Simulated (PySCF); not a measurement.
# Electron correlation in O³⁺ (oxygen, charge +3)

[He] 2s2 2p1, 2P determinant. Computed with PySCF 2.14 in aug-cc-pCVTZ-DK (7s6p4d2f, 59 functions), with scalar relativity by spin-free X2C-1e. Frozen: 1s2; 3 electrons correlated.

MP2 pair energies summed by pair of shells (mhartree):

| pair | energy | share (%) |
| --- | --- | --- |
| 2s-2s | -38.23 | 60.0 |
| 2s-2p | -25.50 | 40.0 |

Total MP2 correlation energy: -63.73 mhartree.

Same-spin part -4.15 and opposite-spin part -59.59 mhartree; SCS-MP2 scales them by 1/3 and 6/5 to -72.88 mhartree.
